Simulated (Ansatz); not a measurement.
Cost and result for the atomization energy of CH6BNTe, SMILES `CB(N)[TeH]` (10 atoms, 9 bonds).

Cartesian coordinates in Å:
```
C 0.139 -0.815 1.203
B -0.011 0.166 -0.014
N -0.086 -0.288 -1.326
Te -0.101 2.307 0.418
H -0.689 -0.701 1.909
H 0.169 -1.863 0.892
H 1.054 -0.609 1.766
H -0.181 0.308 -2.129
H -0.046 -1.269 -1.549
H -0.248 2.766 -1.169
```

The species carries charge 0 and has multiplicity 1. Correlated methods include outer-core shells of Te, which these sets cover unevenly. Te takes the def2 core potential. All single points use the PBE0-D4/def2-TZVP geometry. It is one conformer, not always the lowest. Program: Ansatz. All runs use 4 threads of an INTEL XEON PLATINUM 8581C on a shared host. Times are those of one run each, without the atoms' runs, and a repeat can differ threefold. Electronic energies, without spin–orbit coupling; frozen cores. CCSD(T)/CBS adds CCSD(T) − MP2 in def2-TZVPP to the MP2 limit, and its time is that of the two runs behind it. T1 = 0.011. With those shells the extrapolation isn't a true limit. B3LYP takes the VWN-RPA correlation (the form of Gaussian; ORCA's B3LYP/G).

CCSD(T)/CBS is a level of theory with its own doubt, some kJ/mol a heavy atom from the limit and from the frozen cores, so smaller differences don't rank the functionals.

```json
{"level": "PBE-D4/def2-TZVPP (with forces)", "functions": "227", "wall time": "1.4 s"}
{"level": "PBE0-D4/def2-TZVPP", "functions": "227", "wall time": "1.6 s"}
{"level": "r2SCAN-D4/def2-TZVPP (with forces)", "functions": "227", "wall time": "2.4 s"}
{"level": "B3LYP-D4/def2-TZVPP (with forces)", "functions": "227", "wall time": "2.6 s"}
{"level": "B2PLYP/def2-TZVPP", "functions": "227", "wall time": "3.3 s"}
{"level": "ωB97X-V/def2-TZVPP", "functions": "227", "wall time": "3.8 s"}
{"level": "ωB97M-V/def2-TZVPP (with forces)", "functions": "227", "wall time": "5.5 s"}
{"level": "MP2/def2-QZVPP", "functions": "433", "wall time": "12 s"}
{"level": "CCSD(T)/def2-TZVPP", "functions": "227", "wall time": "66 s"}
{"level": "CCSD(T)/CBS(def2)", "functions": "–", "wall time": "78 s"}
```

Question: What atomization energy does each give, and how far from CCSD(T)/CBS? (Best estimate.)

Answer: Ansatz gave: 
```csv
level,atomization (kJ/mol),difference from CCSD(T)/CBS,per bond
PBE-D4/def2-TZVPP (with forces),3627.7,70.6,7.8
PBE0-D4/def2-TZVPP,3569.6,12.5,1.4
r2SCAN-D4/def2-TZVPP (with forces),3557.9,0.8,0.1
B3LYP-D4/def2-TZVPP (with forces),3570.0,12.9,1.4
B2PLYP/def2-TZVPP,3520.3,-36.8,-4.1
ωB97X-V/def2-TZVPP,3561.4,4.3,0.5
ωB97M-V/def2-TZVPP (with forces),3559.2,2.1,0.2
MP2/def2-QZVPP,3553.2,-3.9,-0.4
CCSD(T)/def2-TZVPP,3456.7,-100.4,-11.2
CCSD(T)/CBS(def2),3557.1,0.0,0.0
```

The D4 term adds +33.4 kJ/mol with B3LYP and +17.4 kJ/mol with PBE0; it sums over pairs of atoms, weighted by their polarisabilities, and B3LYP, whose exchange is more repulsive, gets the larger term. From PBE to PBE0 (25 % exact exchange), in def2-TZVPP and without D4, the atomization energy moves by −55.0 kJ/mol: exact exchange takes away binding that semilocal exchange gives to molecules. In def2-TZVPP, CCSD(T) changes the Hartree–Fock value by +876.4 kJ/mol (the triples alone add +52.3 kJ/mol) and MP2 by +914.0 kJ/mol; breaking electron pairs costs correlation energy, which Hartree–Fock lacks.

Spin–orbit coupling would lower the free Te atoms strongly, and the atomization energy with them, by more than many differences here.
